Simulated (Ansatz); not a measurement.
The cluster Li₃N⁻: single points at one geometry.

```yaml
crystal:
  periodic: [false, false, false]
  atoms:
    - {symbol: Li, position_ang: [0.057424, -1.664702, 0.459674]}
    - {symbol: Li, position_ang: [-1.057797, 0.502609, -1.270655]}
    - {symbol: Li, position_ang: [0.797157, 1.185896, 0.971780]}
    - {symbol: N, position_ang: [0.203216, -0.023813, -0.160809]}
basis:
  gaussian: {orbitals: def2-TZVPD, initial_orbitals: start.molden}
total_charge: -1
magnetization: {spin_polarized: true, initial_magnetization: 1}
hamiltonian: {xc: pbe, dispersion: d4}
scf: {omitted_lower_state_checks: [starts]}
output: {forces: true, orbitals: {seedname: orbitals}}
```

The file start.molden holds the orbitals of an earlier run on this structure, at another level or in another basis.

```sh
$ ansatz run in.yaml --threads 4 --pin off --events-out ev --progress --plain --max-ram 3916MiB
```

It prints (some lines left out):

```
Functional definition: PBE
674 factors; their error is unknown
mean field evaluation 1: about -2100.3275 eV, gradient 4.5e0 eV
mean field evaluation 2: about -2100.3911 eV, gradient 1.5e-1 eV
mean field evaluation 4: about -2100.3910 eV, gradient 2.0e-2 eV
mean field evaluation 8: about -2100.3910 eV, gradient 2.2e-5 eV
mean field -2100.39104615 eV, -77.1879472498 hartree, gradient 2.2e-5 eV, S^2 0.798702; 0 other end points of the search recorded, 0 dependent functions left out
reference -2100.39108338 eV, -77.1879486181 hartree; 9, 8 occupied and 79, 80 virtual orbitals, 674 factors
Total energy: -2100.45252756 eV, -77.1902066500 hartree
Atom 0 at     0.057424    -1.664702     0.459674 Å, force     0.000514    -0.001798     0.000147 eV/Å
Atom 1 at    -1.057797     0.502609    -1.270655 Å, force    -0.000182     0.000346    -0.001235 eV/Å
Atom 2 at     0.797157     1.185896     0.971780 Å, force     0.001105     0.000961     0.000397 eV/Å
Atom 3 at     0.203216    -0.023813    -0.160809 Å, force    -0.001437     0.000492     0.000692 eV/Å
Dipole moment:    -0.030920     0.003636     0.024544 e Å
Checks for a lower state left out: starts
```

Run time 1.9 s (4 threads of AMD EPYC 7571 on a shared host).

First input, but with `hamiltonian: {xc: {name: BLYP}, dispersion: d4}`, `output: {orbitals: {seedname: orbitals}}` (abridged; 1.7 s):

```
Functional definition: BLYP
mean field -2103.59219020 eV, -77.3055871239 hartree, gradient 2.2e-5 eV, S^2 0.772061
Total energy: -2103.72879045 eV, -77.3106070905 hartree
Checks for a lower state left out: starts
```

The first input with `gaussian: {orbitals: def2-SVPD, initial_orbitals: start.molden}`, `output: {orbitals: {seedname: orbitals}}` (abridged; 1.3 s):

```
Functional definition: PBE
mean field -2098.36647637 eV, -77.1135456826 hartree, gradient 1.4e-5 eV, S^2 0.788038
Total energy: -2098.42795504 eV, -77.1158049821 hartree
Checks for a lower state left out: starts
```

The first input with `hamiltonian: {xc: {name: LC-wPBE, parameters: {omega: 0.1/bohr}}}`, `output: {orbitals: {seedname: orbitals}}` (abridged; 3.1 s):

```
Functional definition: LC-wPBE
mean field -2100.93164134 eV, -77.2078137567 hartree, gradient 1.0e-5 eV, S^2 0.837593
Total energy: -2100.93164140 eV, -77.2078137588 hartree
Checks for a lower state left out: starts
```

First input, but with `correlation: {method: mp2}`, `output: {orbitals: {seedname: orbitals}}` and without the key `hamiltonian` (abridged; 2 s):

```
Functional definition: HF
mean field evaluation 16: about -2089.5715 eV, gradient 5.7e-1 eV
mean field evaluation 32: about -2089.5832 eV, gradient 1.7e-9 eV
mean field -2089.58320942 eV, -76.7907665758 hartree, gradient 2.0e-9 eV, S^2 1.769885
1 core orbitals not correlated: weight in the atoms' cores, before any rotation towards them, 1.000 or more for the frozen orbitals, at most 0.000 for the correlated occupied ones
second order -8.12273208 eV of doubles, -0.00000000 eV of singles
Total energy: -2097.70594150 eV, -77.0892714738 hartree
Checks for a lower state left out: starts
```

The first input with `hamiltonian: {xc: pbe}`, `correlation: {method: rpa}` and without the key `output` (abridged; 2.3 s):

```
Functional definition: PBE
mean field -2100.39104479 eV, -77.1879471998 hartree, gradient 2.0e-6 eV, S^2 0.798702
1 core orbitals not correlated: weight in the atoms' cores, before any rotation towards them, 1.000 or more for the frozen orbitals, at most 0.000 for the correlated occupied ones
Total energy: -2105.31327677 eV, -77.3688358889 hartree
Checks for a lower state left out: starts
```

First input, but with `gaussian: {orbitals: def2-SVPD, initial_orbitals: start.molden}`, `hamiltonian: {xc: pbe0, dispersion: d4}`, `output: {orbitals: {seedname: orbitals}}` (abridged; 1.6 s):

```
Functional definition: PBE0
mean field -2098.19414850 eV, -77.1072127503 hartree, gradient 1.4e-5 eV, S^2 0.834703
Total energy: -2098.24535722 eV, -77.1090946362 hartree
Checks for a lower state left out: starts
```

Geometry: PBE-D4/def2-TZVPD.

Correlated methods freeze 1 core orbital; core or outer-core shells of Li are correlated, in sets that lack core-valence functions. At PBE-D4/def2-TZVPD, BLYP-D4/def2-TZVPD, PBE-D4/def2-SVPD, PBE0-D4/def2-SVPD the highest occupied level of the charge -1 doublet lies above zero (up to 1.20 eV). Energy differences put its binding near zero (-0.02 eV; vertical, to the charge 0 singlet, at LC-ωPBE (ω = 0.30 bohr⁻¹)/def2-TZVPD), which leaves it undecided. At LC-ωPBE (ω = 0.10 bohr⁻¹)/def2-TZVPD, MP2/def2-TZVPD, PBE0-D4/def2-SVPD the charge -1 doublet is spin-contaminated (final ⟨S²⟩ up to 1.77, 0.75 for a pure state). The structure comes from a short search, and lower isomers may exist.
